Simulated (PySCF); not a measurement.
# He: excitation energy

He 1s2 (1S) → He 1s1 2p1 (3P), as a difference of total energies. Computed with PySCF 2.14 in aug-cc-pVQZ with one added diffuse shell each of s, p, d, f type (6s5p4d3f, 62 functions), with no relativity, point nucleus. Correlated levels: valence: nothing frozen. The calculations carry no spin-orbit coupling.

```json
{"method": "UHF", "excitation energy (eV)": "19.938"}
{"method": "MP2 (valence)", "excitation energy (eV)": "20.872"}
{"method": "SCS-MP2 (valence)", "excitation energy (eV)": "21.092"}
{"method": "CCSD (valence)", "excitation energy (eV)": "21.003"}
```

Question: How much does correlation contribute at MP2 (valence)?

Answer: 20.872 − (19.938) = 0.934 eV, measured against UHF.

Errors of the correlated levels include the incompleteness of this basis.

With two correlated electrons CCSD is exact in that space.

For comparison: 20.964 eV (measured; NIST levels, between the centres of gravity of the two terms).
